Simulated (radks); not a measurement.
Q: Charge is removed step by step from the 1s level of neutral lithium, starting from [He] 2s1. All-electron calculation, non-relativistic Kohn-Sham, PBE, spin-unpolarised, spherical densities, point nucleus; without spin polarisation the odd electron is poorly described. Program: a radial shooting solver on a logarithmic mesh with Libxc functionals. At the starting occupation the eigenvalue is -51.850 eV. Estimate the energy to remove one whole electron from this level, the eigenvalue at the end, and how far E(n) bends from a straight line.

A: Delta-SCF 68.401 eV; final eigenvalue -85.972 eV; the deviation from the straight line is -4.278 eV at 0.5 electron removed, the largest on the grid computed. Slater's transition state (half an electron removed) gives 68.144 eV. Integrating minus the eigenvalue over the occupation (Janak's theorem) gives 68.401 eV. The mean slope of the eigenvalue, de/dn, is 34.1 eV per electron.
